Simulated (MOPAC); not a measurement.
MOPAC input (AM1):

```
AM1 PRECISE GNORM=0.05 LET XYZ UHF MS=0.5 GEO-OK AUX(PRECISION=9) THREADS=1
C2H2N

C    -1.10027630 1    0.11721448 1    0.11355646 1
N     0.21721531 1   -0.02314035 1   -0.02241819 1
C     1.38591868 1   -0.14764449 1   -0.14303682 1
H    -1.62895613 1   -0.53962820 1    0.78765224 1
H    -1.60540531 1    0.88419074 1   -0.45384278 1
```

Output:

```
 *******************************************************************************
 **                                                                           **
 **                              MOPAC v23.2.5                                **
 **                                                                           **
 *******************************************************************************
 ** MOPAC's Digital Object Identifier: https://doi.org/10.5281/zenodo.6511958 **
 **                                                                           **
 ** Please cite the open-source release paper for use of this MOPAC version:  **
 ** J. E. Moussa and J. J. P. Stewart (2026)                                  **
 ** MOPAC: An open-source semiempirical molecular orbital program             **
 ** J. Open Source Softw., 11(119), 8025, https://doi.org/10.21105/joss.08025 **
 *******************************************************************************

                              AM1 CALCULATION RESULTS

 *******************************************************************************
 *  AM1        - The AM1 Hamiltonian to be used
 *  GEO-OK     - OVERRIDE INTERATOMIC DISTANCE AND OTHER SAFETY CHECKS
 *  UHF        - UNRESTRICTED HARTREE-FOCK CALCULATION
 *  MS=        - IN MECI, MAGNETIC COMPONENT OF SPIN =  0.5
 *  LET        - OVERRIDE SOME SAFETY CHECKS
 *  PRECISE    - TIGHTER CRITERIA TO BE USED
 *  XYZ        - CARTESIAN COORDINATE SYSTEM TO BE USED
 *  GNORM      - EXIT WHEN GRADIENT NORM DROPS BELOW 0.050
 *  AUX        - OUTPUT AUXILIARY INFORMATION
 *******************************************************************************
AM1 PRECISE GNORM=0.05 LET XYZ UHF MS=0.5 GEO-OK AUX(PRECISION=9) THREADS=1
 C2H2N

   ATOM   CHEMICAL          X               Y               Z
  NUMBER   SYMBOL      (ANGSTROMS)     (ANGSTROMS)     (ANGSTROMS)

     1       C         -1.10027630  *   0.11721448  *   0.11355646  *
     2       N          0.21721531  *  -0.02314035  *  -0.02241819  *
     3       C          1.38591868  *  -0.14764449  *  -0.14303682  *
     4       H         -1.62895613  *  -0.53962820  *   0.78765224  *
     5       H         -1.60540531  *   0.88419074  *  -0.45384278  *

          CARTESIAN COORDINATES

    NO.       ATOM           X           Y           Z

     1         C         -1.1003      0.1172      0.1136
     2         N          0.2172     -0.0231     -0.0224
     3         C          1.3859     -0.1476     -0.1430
     4         H         -1.6290     -0.5396      0.7877
     5         H         -1.6054      0.8842     -0.4538

  H: (AM1): M.J.S. DEWAR ET AL, J. AM. CHEM. SOC. 107 3902-3909 (1985)
  C: (AM1): M.J.S. DEWAR ET AL, J. AM. CHEM. SOC. 107 3902-3909 (1985)
  N: (AM1): M.J.S. DEWAR ET AL, J. AM. CHEM. SOC. 107 3902-3909 (1985)

           Empirical Formula: C2 H2 N  =     5 atoms

      MOLECULAR POINT GROUP   :   C2v

          UHF CALCULATION, NO. OF ALPHA ELECTRONS =    8
                           NO. OF BETA  ELECTRONS =    7

          Geometry optimization using EF

          DIAGONAL MATRIX USED AS START HESSIAN

 CYCLE:     1  GRAD.:    39.962 HEAT:  77.66943
 CYCLE:     2  GRAD.:   393.515 HEAT:  117.8928
 CYCLE:     3  GRAD.:   114.773 HEAT:  83.48845
 CYCLE:     4  GRAD.:   246.175 HEAT:  87.15501
 CYCLE:     5  GRAD.:   323.629 HEAT:  101.0366
 CYCLE:     6  GRAD.:   111.653 HEAT:  79.44649
 CYCLE:     7  GRAD.:   215.685 HEAT:  81.62737
 CYCLE:     8  GRAD.:    36.994 HEAT:  77.32670
 CYCLE:     9  GRAD.:    18.915 HEAT:  77.26799
 CYCLE:    10  GRAD.:     0.374 HEAT:  77.19683
 CYCLE:    11  GRAD.:     0.264 HEAT:  77.19682
 CYCLE:    12  GRAD.:     0.602 HEAT:  77.19689
 CYCLE:    13  GRAD.:     0.133 HEAT:  77.19681
 CYCLE:    14  GRAD.:     0.061 HEAT:  77.19681
 CYCLE:    15  GRAD.:     0.003 HEAT:  77.19681

     GRADIENT =  0.00297 IS LESS THAN CUTOFF =  0.05000

 -------------------------------------------------------------------------------
 AM1 PRECISE GNORM=0.05 LET XYZ UHF MS=0.5 GEO-OK AUX(PRECISION=9) THREADS=1
 C2H2N

     GEOMETRY OPTIMISED USING EIGENVECTOR FOLLOWING (EF).
     SCF FIELD WAS ACHIEVED

                              AM1 CALCULATION
                                                       MOPAC v23.2.5 Linux

          FINAL HEAT OF FORMATION =         77.19681 KCAL/MOL =     322.99143 KJ/MOL

          COSMO AREA              =         83.16 SQUARE ANGSTROMS
          COSMO VOLUME            =         63.95 CUBIC ANGSTROMS

          GRADIENT NORM           =          0.00297          =       0.00133 PER ATOM
          IONIZATION POTENTIAL    =          9.481539 EV
          ALPHA SOMO LUMO (EV)    =         -9.482  1.648
          BETA  SOMO LUMO (EV)    =        -12.106 -0.069
          NO. OF ALPHA ELECTRONS  =          8
          NO. OF BETA  ELECTRONS  =          7
          MOLECULAR WEIGHT        =         40.0445         POINT GROUP:  C2v

          MOLECULAR DIMENSIONS (Angstroms)

            Atom       Atom       Distance
            H     4    C     3     3.21141
            H     5    C     3     1.82789
            C     3    N     2     0.00000

          SCF CALCULATIONS        =         16

   ATOM   CHEMICAL          X               Y               Z
  NUMBER   SYMBOL      (ANGSTROMS)     (ANGSTROMS)     (ANGSTROMS)

     1       C         -1.10456800  *   0.11767070  *   0.11400025  *
     2       N          0.21926858  *  -0.02335560  *  -0.02263314  *
     3       C          1.39789846  *  -0.14892271  *  -0.14427148  *
     4       H         -1.64621481  *  -0.54752097  *   0.79788720  *
     5       H         -1.62234078  *   0.89572356  *  -0.46054628  *

                             CARTESIAN COORDINATES

   1    C       -1.104568003     0.117670695     0.114000250
   2    N        0.219268583    -0.023355601    -0.022633139
   3    C        1.397898456    -0.148922711    -0.144271483
   4    H       -1.646214812    -0.547520969     0.797887201
   5    H       -1.622340778     0.895723564    -0.460546284

           Empirical Formula: C2 H2 N  =     5 atoms

      MOLECULAR POINT GROUP   :   C2v

          ALPHA EIGENVALUES
 -37.94584 -29.58939 -19.71525 -16.56591 -15.00937 -12.84857 -12.11403  -9.48154
   1.64789   1.89547   2.31519   3.82147   4.42021   7.40107

           BETA EIGENVALUES
 -37.81178 -28.51701 -19.28811 -16.41652 -14.42036 -12.53150 -12.10587  -0.06908
   1.74349   2.83994   2.93911   4.26297   4.72813   7.61670

              NET ATOMIC CHARGES AND DIPOLE CONTRIBUTIONS

  ATOM NO.   TYPE          CHARGE      No. of ELECS.   s-Pop       p-Pop
    1          C          -0.128300        4.1283     1.26776     2.86054
    2          N          -0.286291        5.2863     1.47907     3.80722
    3          C           0.127589        3.8724     1.80899     2.06342
    4          H           0.143501        0.8565     0.85650
    5          H           0.143500        0.8565     0.85650
 DIPOLE           X         Y         Z       TOTAL
 POINT-CHG.    -1.017     0.108     0.105     1.028
 HYBRID        -1.319     0.140     0.136     1.333
 SUM           -2.336     0.249     0.241     2.361

          ATOMIC ORBITAL ELECTRON POPULATIONS

     Atom    s        px        py        pz
    1  C   1.26776   0.80962   1.02351   1.02742
    2  N   1.47907   1.06820   1.37264   1.36638
    3  C   1.80899   0.84608   0.60830   0.60904
    4  H   0.85650
    5  H   0.85650

                    (SZ)    =    0.500000
                    (S**2)  =    0.773418

          ATOMIC ORBITAL SPIN POPULATIONS

    Atom   Total    s     px     py     pz
         Atomic
    1  C  1.0006  0.055  0.050  0.392  0.503
    2  N -0.1585 -0.012 -0.025 -0.057 -0.065
    3  C  0.2681  0.004  0.006  0.116  0.143
    4  H -0.0551 -0.055
    5  H -0.0551 -0.055

 **********************
 *                    *
 * JOB ENDED NORMALLY *
 *                    *
 **********************

 == MOPAC DONE ==
```

The geometry given is a B3LYP-D3(BJ)/def2-TZVP minimum.
